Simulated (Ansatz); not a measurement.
Ansatz (a program for electronic structure) input (CCSD(T)/pcseg-3): A basis named .json is the Basis Set Exchange file of that set (core-valence sets with the plain set on hydrogen).

Ansatz 0.2 input:
```yaml
crystal:
  periodic: [false, false, false]
  atoms:
    - {symbol: Cl, position_ang: [0.00000000, 0.00000000, 0.00000000]}
basis:
  gaussian:
    orbitals: pcseg-3.json
magnetization: {spin_polarized: true, initial_magnetization: 1}
correlation: {method: ccsd_t, electrons: outside_noble_gas}
scf: {lower_state_search: full}
```

Output:

```
Functional definition: HF
integrals: 0.05 GiB planned
435 factors; integrals over basis functions are off by at most 6.2e-5 eV
mean field: 0.10 GiB planned
mean field evaluation 1: about -12502.9648 eV, gradient 6.0e0 eV
mean field evaluation 2: about -12502.9650 eV, gradient 6.0e0 eV
mean field evaluation 4: about -12503.1917 eV, gradient 6.0e-1 eV
mean field evaluation 8: about -12503.1952 eV, gradient 8.0e-4 eV
mean field evaluation 16: about -12503.1952 eV, gradient 4.5e-2 eV
mean field evaluation 32: about -12503.1917 eV, gradient 6.6e-1 eV
mean field evaluation 64: about -12503.1952 eV, gradient 3.2e-4 eV
mean field -12503.19518998 eV, -459.4839482617 hartree, gradient 4.2e-6 eV, S^2 0.760293; 6 other end points of the search recorded, 0 dependent functions left out
5 core orbitals not correlated
reference -12503.19518998 eV, -459.4839482617 hartree; 4, 3 occupied and 55, 56 virtual orbitals, 435 factors
second order -4.71379651 eV of doubles, -0.00000000 eV of singles
coupled cluster: 0.17 GiB planned
cycle   1  -5.18496748 eV  change   -4.7e-1 eV  update   4.0e-2
cycle   2  -5.32783988 eV  change   -1.4e-1 eV  update   1.3e-2
cycle   3  -5.33479960 eV  change   -7.0e-3 eV  update   3.0e-3
cycle   4  -5.33455360 eV  change    2.5e-4 eV  update   5.8e-4
cycle   5  -5.33438462 eV  change    1.7e-4 eV  update   1.5e-4
cycle   6  -5.33441845 eV  change   -3.4e-5 eV  update   4.6e-5
cycle   7  -5.33442503 eV  change   -6.6e-6 eV  update   1.2e-5
cycle   8  -5.33442092 eV  change    4.1e-6 eV  update   3.6e-6
perturbative correction -0.19244652 eV, -0.0070722793 hartree
Total energy: -12508.72205742 eV, -459.6870568939 hartree
```
